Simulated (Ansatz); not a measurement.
`B[SiH](B)O` + `[F][Al]1[SiH2][S]1` → `B[SiH](O)F` + `[BH2][Al]1[SiH2][S]1` at 298.15 K and 1 bar (redistribution).

Isolated molecules relaxed with PBE0-D4/def2-TZVP in Ansatz; ΔE leaves out vibrations. CBS: MP2 limit from def2 TZ/QZ plus the TZ coupled-cluster correction, frozen cores. Each species was taken in one conformer, which may not be the lowest.

| species | CCSD(T)/CBS energy (Eh) | H − E (kJ/mol) | S (J/(mol·K)) |
| --- | --- | --- | --- |
| `B[SiH](B)O` | -417.41590 | 185.8 | 339.4 |
| `[F][Al]1[SiH2][S]1` | -1029.97141 | 74.8 | 320.0 |
| `B[SiH](O)F` | -491.32150 | 139.6 | 319.8 |
| `[BH2][Al]1[SiH2][S]1` | -956.06081 | 122.8 | 341.2 |

H − E and S are ideal-gas, rigid-rotor, harmonic terms from PBE0-D4/def2-TZVP, for one conformer and one mirror image of each species. 1 Eh = 2625.50 kJ/mol, R = 8.31446 J/(mol·K).

Question: By hand: ΔE, ΔH, ΔS and ΔG.

Answer: ΔE = (-491.32150) + (-956.06081) − (-417.41590) − (-1029.97141) = 0.00500 Eh = 13.1 kJ/mol. Δ(H − E) = 139.6 + 122.8 − 185.8 − 74.8 = 1.8, so ΔH = 14.9 kJ/mol. ΔS = 319.8 + 341.2 − 339.4 − 320.0 = 1.6 J/(mol·K). ΔG = 14.9 − 298.15 × (1.6)/1000 = 14.4 kJ/mol.

Question: By hand: the equilibrium constant, and the temperature at which ΔG would vanish if ΔH and ΔS stayed fixed.

Answer: log₁₀ K = −ΔG/(RT ln 10) = -2.5. ΔG = 0 at ΔH/ΔS = 9312 K, far beyond where these terms or the molecules hold.

The number of gas molecules stays the same, so ΔS is small and ΔH decides. A doubt of 5 kJ/mol in ΔE shifts log₁₀ K by 0.9 here. Other conformers and mirror images would add mixing entropy, several J/(mol·K) or more a flexible species. These are equilibria of isolated gas molecules and say nothing of rates. Largest T1 diagnostic: 0.016 (customary marks: 0.02 for closed shells, 0.045 for open ones).
